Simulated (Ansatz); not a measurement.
Reaction (substitution at a C–B bond): `CNB(C)Cl` + `BNCC` → `BN(C)CC` + `CNBCl`

Calculated with Ansatz (gas phase, PBE0-D4/def2-TZVP geometries, no zero-point term in ΔE). CCSD(T)/CBS adds triple-zeta CCSD(T) − MP2 to the extrapolated MP2 energy (def2 sets, frozen cores). Functionals use def2-TZVPP. B3LYP here is the variant with VWN-RPA as its local correlation; programs differ in this. HSE06 is defined as in plane-wave codes. One conformer a species, not always the lowest.

(1) Is it downhill or uphill in electronic energy at CCSD(T)/CBS, and by how much? (An estimate is asked.)

(2) What do these levels give: B97M-V, PBE0-D4, B3LYP-D4, HSE06-D4, BHLYP-D4, ωB97M-V, PBE, HF/def2-SVP, HF/def2-TZVPP, MP2/def2-TZVPP, HF/CBS(def2), CCSD/CBS(def2)? (Best estimate.)

(3) What do rigid-rotor, harmonic-oscillator terms from PBE0-D4/def2-TZVP frequencies (298.15 K, 1 bar) make of the CCSD(T)/CBS value? (Best estimate.)

Largest T1 diagnostic among the species: 0.012.

Answers

(1) The calculation gave: Uphill: ΔE = +17.8 kcal/mol.

(2) Ansatz gave: B97M-V 19.6, PBE0-D4 18.4, B3LYP-D4 17.9, HSE06-D4 18.4, BHLYP-D4 18.3, ωB97M-V 18.4, PBE 18.1, HF/def2-SVP 18.4, HF/def2-TZVPP 18.4, MP2/def2-TZVPP 17.9, HF/CBS(def2) 18.3, CCSD/CBS(def2) 18.1 kcal/mol.

(3) Ansatz gave: ΔZPE = 0.0 kcal/mol, ΔH = +17.5 kcal/mol, ΔS = -15 J/(mol·K), ΔG = +18.6 kcal/mol.

Leaving LDA and LC-ωPBE aside and taking each functional with its dispersion term where it has one, the values, not all of them listed here, spread over 2.1 kcal/mol, from BLYP-D4 to B97M-V. LDA lies −1.1 kcal/mol from PBE without D4. At CCSD(T), def2-SVP lies −1.5 kcal/mol from the extrapolated value and def2-TZVPP −0.5 kcal/mol.
